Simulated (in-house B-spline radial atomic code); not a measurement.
Configurations of Pm IV (Pm3+), with energies counted from [Xe] (4f5/2)4. Level of theory: Dirac-Hartree-Fock, average of each configuration as written, Fermi nucleus of rms radius 4.962 fm; calculated with a radial B-spline atomic code at the basis-set limit. Energies include first-order Breit, QED and recoil terms.

Occupations are held fixed; configurations that lie above the ionisation limit could autoionise.

```json
{"configuration": "[Xe] (4f5/2)3 (4f7/2)1", "E - E(ref) (eV)": "1.735", "highest orbital": "4f7/2", "its <r> (bohr)": "0.9158"}
{"configuration": "[Xe] (4f7/2)4", "E - E(ref) (eV)": "2.4734", "highest orbital": "4f7/2", "its <r> (bohr)": "0.9078"}
{"configuration": "[Xe] (4f7/2)3 (5d5/2)1", "E - E(ref) (eV)": "10.209", "highest orbital": "5d5/2", "its <r> (bohr)": "2.174"}
{"configuration": "[Kr] 4d10 (4f5/2)2 (4f7/2)2 5s2 (5p1/2)2 (5p3/2)3 (5d5/2)1", "E - E(ref) (eV)": "26.888", "highest orbital": "5d5/2", "its <r> (bohr)": "2.259"}
{"configuration": "[Xe] (4f7/2)3 (8p1/2)1", "E - E(ref) (eV)": "32.551", "highest orbital": "8p1/2", "its <r> (bohr)": "10.1"}
{"configuration": "[Kr] (4d3/2)3 (4d5/2)6 (4f7/2)4 5s2 5p6 (5d5/2)1", "E - E(ref) (eV)": "137.84", "highest orbital": "5d5/2", "its <r> (bohr)": "2.16"}
```

(1) Order these further configurations by energy, lowest first.
A. [Kr] (4d3/2)3 (4d5/2)6 (4f7/2)4 5s2 5p6 (8d5/2)1
B. [Kr] (4d3/2)4 (4d5/2)5 (4f5/2)2 (4f7/2)2 5s2 5p6 9s1
C. [Xe] (4f7/2)3 8s1
D. [Xe] (4f5/2)1 (4f7/2)2 (7g7/2)1
E. [Xe] (4f5/2)2 (4f7/2)2

(2) How far above the reference does [Kr] (4d3/2)3 (4d5/2)6 (4f5/2)2 (4f7/2)2 5s2 5p6 (9p1/2)1 lie?

Answers

(1) E (2.7265 eV), C (31.573 eV), D (36.244 eV), B (160.69 eV), A (162.07 eV).

(2) 166.45 eV; its least bound orbital is 9p1/2 with <r> = 14.4 bohr.
